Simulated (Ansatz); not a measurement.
Start from `N[Si](O)(F)CF` and change one atom or group to get `N[SiH](F)CF`.

Ansatz, PBE0-D4/def2-TZVP geometries, multiplicity 1. Each molecule was computed in one conformer, which needn't be the lowest.

```tsv
property	`N[Si](O)(F)CF`
HOMO–LUMO gap (PBE0/def2-TZVPP) / eV	8.75
HOMO–LUMO gap (B3LYP/def2-TZVPP) / eV	8.13
LUMO energy (PBE0/def2-TZVPP) / eV	0.76
HOMO energy (PBE0/def2-TZVPP) / eV	-7.99
HOMO energy (ωB97M-V/def2-TZVPP) / eV	-10.39
ideal-gas entropy at 298 K and 1 bar (rigid rotor, harmonic PBE0-D4/def2-TZVP) / J/(mol·K)	370
```

Task: Give the same properties after the change, and the shifts. (Best estimate.)

Result: Ansatz gave: 
```
                                                                                  property  `N[SiH](F)CF`  shift
                                                      HOMO–LUMO gap (PBE0/def2-TZVPP) / eV           8.49  -0.26
                                                     HOMO–LUMO gap (B3LYP/def2-TZVPP) / eV           7.94  -0.19
                                                        LUMO energy (PBE0/def2-TZVPP) / eV           0.35  -0.41
                                                        HOMO energy (PBE0/def2-TZVPP) / eV          -8.14  -0.15
                                                     HOMO energy (ωB97M-V/def2-TZVPP) / eV         -10.58  -0.19
ideal-gas entropy at 298 K and 1 bar (rigid rotor, harmonic PBE0-D4/def2-TZVP) / J/(mol·K)            342    -28
```

With PBE0 the HOMO falls by 0.15 eV and the LUMO falls by 0.41 eV, so the gap narrows by about 0.26 eV. PBE moves the HOMO by -0.16 eV and ωB97M-V by -0.19 eV. The zero-point energy changes by -15.5 kJ/mol with -3 modes.

Positive LUMOs are unbound, so they and the gaps depend on the basis.

B3LYP here is the variant with VWN-RPA as its local correlation; programs differ in this.
